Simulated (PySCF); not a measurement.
Electron correlation in O⁻ (oxygen, charge -1)

[He] 2s2 2p5, 2P determinant. Calculation: PySCF 2.14, in aug-cc-pwCVTZ (7s6p4d2f, 59 functions); no relativity, point nucleus. Frozen: 1s2; 7 electrons correlated.

| level | correlation energy (mhartree) |
| --- | --- |
| CCSD | -231.26 |
| (T) | -9.18 |
| CCSD(T) | -240.44 |

Diagnostics: T1 = 0.023, D1 = 0.0449, largest double amplitude 0.041.

Cost of the coupled-cluster step: roughly 15 core-seconds, for 7 correlated electrons.

Iterations:

```
CC2 = 0
CCSD nocc = (np.int64(4), np.int64(3)), nmo = (58, 58)
frozen orbitals [[0], [0]]
max_cycle = 100
direct = 0
conv_tol = 1e-08
conv_tol_normt = 1e-06
diis_space = 8
diis_start_cycle = 0
Init t2, MP2 energy = -0.224236753066133
Init E_corr(UCCSD) = -0.224236753068328
cycle = 1  E_corr(UCCSD) = -0.223870503083652  dE = 0.000366249985  norm(t1,t2) = 0.0770448
cycle = 2  E_corr(UCCSD) = -0.230223780210985  dE = -0.00635327713  norm(t1,t2) = 0.0288326
cycle = 3  E_corr(UCCSD) = -0.229966934155119  dE = 0.000256846056  norm(t1,t2) = 0.0214039
cycle = 4  E_corr(UCCSD) = -0.231176389960976  dE = -0.00120945581  norm(t1,t2) = 0.00902768
cycle = 5  E_corr(UCCSD) = -0.231279311549414  dE = -0.000102921588  norm(t1,t2) = 0.00297227
cycle = 6  E_corr(UCCSD) = -0.231193028405637  dE = 8.62831438e-05  norm(t1,t2) = 0.00133575
cycle = 7  E_corr(UCCSD) = -0.231248198501552  dE = -5.51700959e-05  norm(t1,t2) = 0.000486001
cycle = 8  E_corr(UCCSD) = -0.231267821631799  dE = -1.96231302e-05  norm(t1,t2) = 0.000136175
cycle = 9  E_corr(UCCSD) = -0.231263045232956  dE = 4.77639884e-06  norm(t1,t2) = 7.48926e-05
cycle = 10  E_corr(UCCSD) = -0.231263163565841  dE = -1.18332885e-07  norm(t1,t2) = 2.78937e-05
cycle = 11  E_corr(UCCSD) = -0.231263694471889  dE = -5.30906048e-07  norm(t1,t2) = 9.54461e-06
cycle = 12  E_corr(UCCSD) = -0.23126355112498  dE = 1.43346909e-07  norm(t1,t2) = 2.24494e-06
cycle = 13  E_corr(UCCSD) = -0.231263511371612  dE = 3.97533679e-08  norm(t1,t2) = 4.92736e-07
cycle = 14  E_corr(UCCSD) = -0.231263500444211  dE = 1.0927401e-08  norm(t1,t2) = 1.88691e-07
cycle = 15  E_corr(UCCSD) = -0.231263501933351  dE = -1.48914059e-09  norm(t1,t2) = 8.0545e-08
UCCSD converged
E(UCCSD) = -75.02357787309209  E_corr = -0.2312635019333514
UCCSD(T) correction = -0.00918116410093325
```
